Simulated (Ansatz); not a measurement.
`Cc1cc(-c2sc(-c3sc(-c4sc(-c5sc(-c6sc(C#C[Si](C)(C)C)cc6C)cc5C)cc4C)cc3C)cc2C)sc1C#C[Si](C)(C)C`, relaxed as a singlet with RKS PBE-D4/def2-SVP in Ansatz, starting from the GFN2-xTB geometry. Force threshold 0.03 eV/Å.

Single mean-field runs in def2-SVP are fitted with def2-universal-jkfit.

Start:

```xyz
90

C    -8.617    2.518   -6.211
C    -7.179    2.132   -6.318
C    -6.327    1.983   -5.217
C    -5.044    1.596   -5.535
C    -4.023    1.307   -4.585
S    -4.504    1.203   -2.912
C    -2.883    0.818   -2.411
C    -2.588    0.583   -1.035
S    -0.962    0.776   -0.422
C    -1.471    0.379    1.197
C    -0.592    0.421    2.321
S     1.126    0.169    2.156
C     1.373    0.386    3.866
C     2.660    0.263    4.470
S     3.892   -0.709    3.711
C     4.982   -0.455    5.044
C     6.263   -1.070    5.138
S     7.089   -1.009    6.676
C     8.402   -1.965    6.048
C     9.431   -2.365    6.899
C    10.279   -2.725    7.688
Si   11.388   -3.393    9.017
C    11.163   -5.287    9.042
C    10.792   -2.615   10.653
C    13.214   -2.945    8.708
C     8.197   -2.275    4.728
C     6.993   -1.776    4.201
C     6.563   -1.996    2.790
C     4.400    0.359    5.987
C     3.100    0.782    5.675
C     2.344    1.730    6.548
C     0.178    0.636    4.493
C    -0.934    0.667    3.638
C    -2.300    0.986    4.150
C    -2.812    0.083    1.214
C    -3.453    0.199   -0.027
C    -4.907   -0.091   -0.191
C    -2.042    0.797   -3.498
C    -2.672    1.051   -4.729
C    -1.963    1.034   -6.041
S    -4.868    1.424   -7.260
C    -6.543    1.848   -7.509
C    -7.158    1.815   -8.759
C    -7.779    1.765   -9.800
Si   -8.893    1.583  -11.271
C    -7.940    1.964  -12.876
C    -9.541   -0.212  -11.278
C   -10.366    2.775  -11.036
H    -8.995    2.864   -7.170
H    -8.742    3.299   -5.463
H    -9.210    1.657   -5.899
H    -6.640    2.148   -4.202
H    11.481   -5.733    8.104
H    11.741   -5.747    9.839
H    10.122   -5.554    9.194
H     9.728   -2.774   10.794
H    11.307   -3.041   11.508
H    10.967   -1.543   10.663
H    13.556   -3.291    7.738
H    13.852   -3.401    9.460
H    13.374   -1.872    8.751
H     8.897   -2.859    4.158
H     7.385   -2.402    2.206
H     6.232   -1.063    2.336
H     5.730   -2.698    2.750
H     4.914    0.644    6.890
H     1.722    1.191    7.264
H     3.045    2.342    7.112
H     1.705    2.378    5.953
H     0.088    0.762    5.555
H    -2.866    0.073    4.341
H    -2.854    1.594    3.436
H    -2.217    1.529    5.088
H    -3.325   -0.254    2.095
H    -5.474    0.834   -0.301
H    -5.275   -0.620    0.684
H    -5.089   -0.701   -1.074
H    -0.992    0.578   -3.404
H    -0.909    0.809   -5.899
H    -2.056    1.998   -6.541
H    -2.397    0.280   -6.698
H    -8.560    1.798  -13.753
H    -7.065    1.328  -12.968
H    -7.599    2.995  -12.906
H   -10.235   -0.383  -12.096
H   -10.062   -0.436  -10.351
H    -8.730   -0.927  -11.377
H   -10.054    3.815  -11.054
H   -10.859    2.599  -10.083
H   -11.108    2.639  -11.818
```

(1) Estimate the energy that the relaxation releases and the steps that it takes.

(2) Does the start keep its bonding and symmetry?

(3) Predict the relaxed structure.

## Answers

(1) 0.95 eV, in 31 steps; 3.7 min on 5 threads of AMD EPYC 7R13 on a shared host and a share (37 GiB) of an NVIDIA H100 80GB HBM3. The force fell under the threshold at step 24, but the optimiser went on and released 0.010 eV more. No frequencies were taken in this run, so the end may be a saddle point.

(2) By distances, no bond broke or formed. The bond that changes most is C17–C27, from 1.38 to 1.41 Å (atoms count from 1).

(3) 
Cartesian coordinates in Å:
```
C -8.891 1.012 -6.489
C -7.408 1.026 -6.260
C -6.787 0.936 -4.989
C -5.388 0.966 -5.015
C -4.489 0.923 -3.889
S -5.172 1.030 -2.276
C -3.596 0.911 -1.514
C -3.418 0.952 -0.086
S -1.785 0.911 0.558
C -2.351 0.987 2.215
C -1.409 0.973 3.306
S 0.206 0.335 3.050
C 0.685 0.674 4.703
C 2.011 0.339 5.160
S 2.942 -0.865 4.292
C 4.323 -0.682 5.359
C 5.538 -1.441 5.204
S 6.795 -1.262 6.413
C 7.847 -2.398 5.588
C 9.116 -2.704 6.111
C 10.228 -2.962 6.593
Si 11.879 -3.336 7.334
C 12.107 -5.213 7.386
C 11.909 -2.613 9.082
C 13.223 -2.541 6.267
C 7.226 -2.875 4.432
C 5.927 -2.351 4.201
C 5.085 -2.736 3.019
C 4.028 0.269 6.341
C 2.740 0.852 6.248
C 2.246 1.916 7.186
C -0.380 1.258 5.393
C -1.562 1.435 4.625
C -2.811 2.064 5.172
C -3.746 1.059 2.236
C -4.361 1.041 0.956
C -5.849 1.101 0.763
C -2.609 0.798 -2.497
C -3.088 0.807 -3.832
C -2.187 0.700 -5.029
S -4.824 1.108 -6.670
C -6.465 1.128 -7.296
C -6.694 1.242 -8.678
C -6.890 1.356 -9.897
Si -7.177 1.540 -11.710
C -5.561 2.120 -12.505
C -7.701 -0.130 -12.426
C -8.543 2.821 -11.976
H -9.128 1.066 -7.568
H -9.383 1.870 -5.984
H -9.350 0.088 -6.079
H -7.353 0.841 -4.050
H 12.062 -5.647 6.366
H 13.092 -5.473 7.828
H 11.316 -5.693 7.997
H 11.113 -3.062 9.711
H 12.887 -2.811 9.569
H 11.750 -1.516 9.060
H 13.198 -2.941 5.232
H 14.229 -2.745 6.691
H 13.088 -1.442 6.211
H 7.716 -3.598 3.766
H 5.640 -3.421 2.350
H 4.779 -1.852 2.421
H 4.150 -3.251 3.327
H 4.754 0.554 7.117
H 1.526 1.509 7.929
H 3.087 2.361 7.753
H 1.726 2.730 6.640
H -0.323 1.533 6.453
H -3.592 1.307 5.401
H -3.255 2.781 4.451
H -2.597 2.608 6.112
H -4.329 1.084 3.165
H -6.156 2.006 0.194
H -6.370 1.126 1.739
H -6.229 0.225 0.196
H -1.542 0.710 -2.250
H -1.141 0.518 -4.718
H -2.201 1.629 -5.638
H -2.493 -0.127 -5.703
H -5.690 2.248 -13.600
H -4.750 1.384 -12.336
H -5.236 3.091 -12.079
H -7.873 -0.050 -13.520
H -8.640 -0.487 -11.956
H -6.920 -0.898 -12.254
H -8.255 3.804 -11.550
H -9.487 2.502 -11.491
H -8.743 2.959 -13.060
```
Bond lengths: 33 × C–C 1.24 to 1.50 Å; 12 × C–S 1.75 to 1.76 Å; 8 × C–Si 1.85 to 1.89 Å; 42 × C–H 1.10 to 1.11 Å.
